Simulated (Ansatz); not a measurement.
The cluster Hf₃⁻. Total charge -1; quartet. Geometry PBE-D4/def2-TZVPD; atoms count from 1.

```csv
atom,x (Å),y (Å),z (Å)
Hf1,-1.249,-0.902,0.250
Hf2,0.940,0.378,1.188
Hf3,0.309,0.524,-1.437
```

In the def2 sets Hf takes a core potential; there is no spin–orbit coupling. The charge -1 quartet is spin-contaminated (final ⟨S²⟩ up to 4.00, 3.75 for a pure state). The highest occupied level of the charge -1 quartet lies above zero (up to 0.20 eV). It is a level of α spin, whose loss leaves a triplet; that state wasn't run at this geometry and level. The electron is either unbound and held by the finite basis, or the level is raised by self-interaction error. The structure comes from a short search, and lower isomers may exist.

Question: Estimate the Mulliken populations from the PBE0/def2-TZVPD orbitals of Ansatz.

Answer: 
```
atom  charge (e)  spin (α − β)  d electrons
 Hf1       -0.42          0.69         2.44
 Hf2       -0.29          1.16         2.47
 Hf3       -0.29          1.16         2.47
```
Mulliken values and Mayer orders depend strongly on the basis. With diffuse functions, as here, like atoms can get unlike values, and bond orders can come out too low or too high.

Question: Where does the spin sit?

Answer: Summed by element: Hf 3.00, of 3 unpaired in all. Largest on single atoms: Hf3 1.16, Hf2 1.16, Hf1 0.69.

Question: And the Mayer bond orders between bonded heavy atoms (over 0.3)?

Answer: Hf1–Hf2 2.50 (2.70 Å); Hf1–Hf3 2.50 (2.70 Å); Hf2–Hf3 2.42 (2.70 Å).
